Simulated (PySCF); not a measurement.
H₂Sb, SMILES [SbH2] (connectivity only; charge and spin as stated), charge +1, multiplicity 1.

Coordinates come from a B3LYP-D3(BJ)/def2-TZVPD optimisation. The spin state was assumed, not searched. The isomer is the one that the SMILES or the coordinates give; other isomers of the formula were not compared. The def2 effective core potentials stand for the cores of Sb; spin–orbit coupling is left out.

All values below come from PBE/def2-TZVPD (PySCF).

Symmetry labels are those of the subgroup C2v that the program uses (full group C2v).

Question: List the valence orbital energies around the gap with their symmetry. (An estimate is asked for; the answer gives what the named calculation found.)

Answer: 
```
orbital  symmetry  energy (eV)
-------  --------  -----------
HOMO−7         A1       -41.49
HOMO−6         A2       -41.36
HOMO−5         B1       -41.27
HOMO−4         B2       -40.91
HOMO−3         A1       -40.85
HOMO−2         A1       -21.54
HOMO−1         B2       -15.18
HOMO           A1       -13.98
LUMO           B1       -12.01
LUMO+1         B2        -7.29
LUMO+2         A1        -6.35
LUMO+3         A1        -4.25
```
